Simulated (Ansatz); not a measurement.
System: C₄H₁₀N, net charge 0, doublet state. It need not be the lowest isomer of its formula. 
Structure (B3LYP-D3(BJ)/def2-TZVP (Ansatz, an electronic-structure program) minimum search):
```xyz
15

C     -0.5226     1.4138    -0.5471
C     -0.4763    -0.0086    -0.1091
C     -1.7611    -0.7376     0.0771
C      0.7365    -0.5146     0.6026
N      1.9810    -0.1230    -0.0679
H      0.4708     1.7841    -0.7963
H     -0.9232     2.0608     0.2515
H     -1.1822     1.5470    -1.4090
H     -1.6142    -1.8187     0.1333
H     -2.4632    -0.5264    -0.7337
H     -2.2685    -0.4375     1.0095
H      0.6365    -1.6009     0.7442
H      0.7777    -0.0828     1.6176
H      2.0542    -0.5868    -0.9664
H      2.7857    -0.3959     0.4831
```
Charge 0, spin multiplicity 2.

Computed values are from Ansatz. Valence correlation only, unless marked. Open shells are spin-unrestricted. Spin-orbit coupling is left out. Non-relativistic. CBS marks a two-point X^-3 extrapolation of the correlation energy; Hartree-Fock from the larger set.

**Question.** What is the atomisation energy De at CCSD(T)/CBS(cc-pVTZ,cc-pVQZ)?

**Answer.** 1361.6 kcal/mol.

**Question.** What is the T1 diagnostic at CCSD/cc-pVQZ?

**Answer.** 0.011.

**Question.** What is the dipole moment at CCSD(T)/aug-cc-pVDZ?

**Answer.** 1.13 D.

**Question.** What is the total energy at CCSD(T)/CBS(cc-pVTZ,cc-pVQZ)?

**Answer.** -212.8572 Eh.
